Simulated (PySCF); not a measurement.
**Working with the constants of CsSn**

UHF-CCSD(T) constants of CsSn, ⁴Σ⁻ (quartet), unpaired electrons σ ↑, π ↑↑ (basis Cs def2-SVP with ECP46, Sn def2-SVP with ECP28; scalar-relativistic core potentials; PySCF 2.14; masses 132.9054 and 119.9022 u):

```
ωe              : 89.5 cm⁻¹
ωexe            : 0.178 cm⁻¹
Be              : 0.020137 cm⁻¹
αe              : 5.83e-05 cm⁻¹
D (centrifugal) : 4.08e-09 cm⁻¹
De to Cs + Sn   : 1.25 eV
```

(1) Give the vibrational terms G(v) and spacings up to v = 6.

(2) How well does the Morse estimate ωe²/(4ωexe) reproduce De, and what is D0?

Correlated steps freeze 4 core orbitals. Correlated levels converge slowly with the basis: in double zeta they bind strong bonds too weakly, by up to about 1 eV, and carry superposition errors of some tenths. These are scalar-relativistic numbers at best; spin–orbit coupling would shift them, the dissociation energy most. The state is the lowest determinant that a PBE0 search found; another state may lie lower at other levels.

## Answers

(1) G(v) = ωe(v+½) − ωexe(v+½)².

```json
{"v": "0", "G(v) (cm⁻¹)": "44.7", "G(v) − G(v−1)": "", "Bv (cm⁻¹)": "0.02011"}
{"v": "1", "G(v) (cm⁻¹)": "133.8", "G(v) − G(v−1)": "89.1", "Bv (cm⁻¹)": "0.02005"}
{"v": "2", "G(v) (cm⁻¹)": "222.6", "G(v) − G(v−1)": "88.8", "Bv (cm⁻¹)": "0.01999"}
{"v": "3", "G(v) (cm⁻¹)": "311.1", "G(v) − G(v−1)": "88.4", "Bv (cm⁻¹)": "0.01993"}
{"v": "4", "G(v) (cm⁻¹)": "399.1", "G(v) − G(v−1)": "88.1", "Bv (cm⁻¹)": "0.01987"}
{"v": "5", "G(v) (cm⁻¹)": "486.9", "G(v) − G(v−1)": "87.7", "Bv (cm⁻¹)": "0.01982"}
{"v": "6", "G(v) (cm⁻¹)": "574.2", "G(v) − G(v−1)": "87.4", "Bv (cm⁻¹)": "0.01976"}
```

(2) It gives 1.39 eV, 112 % of the computed De. D0 = De − G(0) = 1.25 − 0.01 = 1.24 eV.
